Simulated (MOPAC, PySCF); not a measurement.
C4H6O, SMILES `COC=C=C`, neutral singlet in the gas phase. 

Cartesian coordinates (Å):
SMILES: C=C=COC
```xyz
11

C      1.8124    -0.4530    -0.8777
C      0.8621     0.3547    -0.5061
C     -0.0630     1.2104    -0.1549
O     -1.2210     0.9423     0.4926
C     -1.4257    -0.4158     0.8102
H      2.6543    -0.6811    -0.2284
H      1.8047    -0.9333    -1.8532
H      0.0392     2.2681    -0.3723
H     -2.3846    -0.4749     1.3217
H     -0.6302    -0.7879     1.4647
H     -1.4482    -1.0297    -0.0965
```
Charge 0, spin multiplicity 1.

All levels are single points at this geometry (PBE0-D3(BJ)/def2-TZVP); Pople sets use spherical d functions. Orbital energies aren't observables, and empty levels follow the basis.

SVWN5/6-31G* in PySCF gives gap (eV) = 4.14.

Task: Estimate the gap (eV) from each of these levels: PBE-D3(BJ)/def2-TZVP in PySCF; ωB97X-D3(BJ)/def2-TZVP in PySCF; M06-2X/6-31G* in PySCF; HF/STO-3G in PySCF; PM7 in MOPAC.

Result: 
```
level                            gap (eV)
-------------------------------  --------
PBE-D3(BJ)/def2-TZVP in PySCF        4.12
ωB97X-D3(BJ)/def2-TZVP in PySCF     10.93
M06-2X/6-31G* in PySCF               8.77
HF/STO-3G in PySCF                  15.42
PM7 in MOPAC                         9.79
```
